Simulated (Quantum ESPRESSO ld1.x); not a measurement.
Values are calculated unless marked as measured or tabulated.
All-electron atom: the tellurium ion Te+ in [Kr] 4d10 5s1 5p4 (not the ground configuration). Level of theory: scalar-relativistic Kohn-Sham, PW91, spin-unpolarised, spherical densities, point nucleus (ld1.x of Quantum ESPRESSO 7.5).

Normalised radial functions P(r) = r R(r), r in bohr:

r              3p       4s
0.001287   0.0041   0.0764
0.001717   0.0068   0.0973
0.002272   0.0111   0.1222
0.00303    0.0184   0.1527
0.004041   0.0305   0.1879
0.00539    0.0503   0.2264
0.007189   0.0824   0.2646
0.009512   0.1316   0.2954
0.01269    0.2094   0.3100
0.01692    0.3246   0.2923
0.02257    0.4852   0.2239
0.0301     0.6890   0.0901
0.04015    0.9096  -0.1076
0.05312    1.0750  -0.3253
0.07085    1.0780  -0.4876
0.09449    0.7699  -0.4605
0.126      0.0769  -0.1536
0.1681    -0.8701   0.3541
0.2224    -1.6701   0.7344
0.2966    -1.9401   0.6133
0.3956    -1.5393  -0.1155
0.5277    -0.8299  -0.9874
0.7038    -0.2876  -1.3491
0.9312    -0.0613  -1.0550
1.242     -0.0065  -0.5145
1.657     -0.0003  -0.1542
2.209     0.0000  -0.0263
2.947     0.0000  -0.0022
3.899     0.0000  -0.0001
5.201      0.0000  0.0000
6.936      0.0000  0.0000

3p: eigenvalue -814.66 eV, 1 radial node at r = 0.129 bohr, <r> = 0.320 bohr, 90 % of the charge inside 0.481 bohr. 4s: eigenvalue -174.91 eV, 3 radial nodes at r = 0.0347, 0.138, 0.381 bohr, <r> = 0.764 bohr, 90 % of the charge inside 1.10 bohr.
